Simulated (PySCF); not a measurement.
These are B3LYP-D3(BJ)/def2-TZVP // PBE0-D4/def2-TZVP in PySCF values and carry that method's errors. Isolated molecules, 0 K electronic values unless said otherwise. One relaxed conformer stands for a flexible species; it need not be the lowest. B3LYP has the VWN-RPA correlation part, as in Gaussian. 

Reference species (SMILES): `[NH2][Ga]([NH2])[NH2]` (neutral, multiplicity 1).

```json
{
  "HOMO–LUMO gap": "6.28 eV",
  "LUMO": "-0.18 eV",
  "HOMO": "-6.47 eV"
}
```

Changed species: `[F][Ga]([F])[F]` (0 of 3 F replaced by NH2; the reference has 3 of 3 F replaced by NH2).

Problem. Give the shifts of the HOMO–LUMO gap, LUMO and HOMO.

Solution. the HOMO–LUMO gap rises by 2.40 eV, to 8.68 eV; the LUMO drops by 2.60 eV, to -2.78 eV; the HOMO decreases by 5.00 eV, to -11.47 eV.
